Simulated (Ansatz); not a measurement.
`C[O][Sb]([F])[SiH3]` + CH₃OH → `C[O][Sb]([SiH3])[O]C` + H–F at 298.15 K and 1 bar (ligand exchange at the Sb–F bond).

Calculated with Ansatz (gas phase, PBE0-D4/def2-TZVP geometries, no zero-point term in ΔE). CCSD(T)/CBS adds triple-zeta CCSD(T) − MP2 to the extrapolated MP2 energy (def2 sets, frozen cores). This one scheme is used for every species. Elements past krypton have def2 core potentials. For Sb outer-core shells are correlated without core-valence functions, which leaves a few kJ/mol of doubt a bond. One conformer a species, not always the lowest.

| species | CCSD(T)/CBS energy (Eh) | H − E (kJ/mol) | S (J/(mol·K)) |
| --- | --- | --- | --- |
| `C[O][Sb]([F])[SiH3]` | -745.74684 | 204.7 | 406.0 |
| CH₃OH | -115.61712 | 146.3 | 238.2 |
| `C[O][Sb]([SiH3])[O]C` | -760.95769 | 314.3 | 456.8 |
| H–F | -100.39570 | 33.5 | 173.6 |

H − E and S are ideal-gas, rigid-rotor, harmonic terms from PBE0-D4/def2-TZVP, for one conformer and one mirror image of each species. 1 Eh = 2625.50 kJ/mol, R = 8.31446 J/(mol·K).

Question: By hand: ΔE, ΔH, ΔS and ΔG.

Answer: ΔE = (-760.95769) + (-100.39570) − (-745.74684) − (-115.61712) = 0.01057 Eh = 27.8 kJ/mol. Δ(H − E) = 314.3 + 33.5 − 204.7 − 146.3 = -3.2, so ΔH = 24.6 kJ/mol. ΔS = 456.8 + 173.6 − 406.0 − 238.2 = -13.8 J/(mol·K). ΔG = 24.6 − 298.15 × (-13.8)/1000 = 28.7 kJ/mol.

Question: By hand: the equilibrium constant, and the temperature at which ΔG would vanish if ΔH and ΔS stayed fixed.

Answer: log₁₀ K = −ΔG/(RT ln 10) = -5.0. ΔH and −TΔS have one sign here, so there is no such temperature.

The number of gas molecules stays the same, so ΔS is small and ΔH decides. A doubt of 5 kJ/mol in ΔE shifts log₁₀ K by 0.9 here. Other conformers and mirror images would add mixing entropy, several J/(mol·K) or more a flexible species. Modes under 60 cm⁻¹, often nearly free rotors, make the harmonic entropy too high. These are equilibria of isolated gas molecules and say nothing of rates. Largest T1 diagnostic: 0.015 (customary marks: 0.02 for closed shells, 0.045 for open ones).
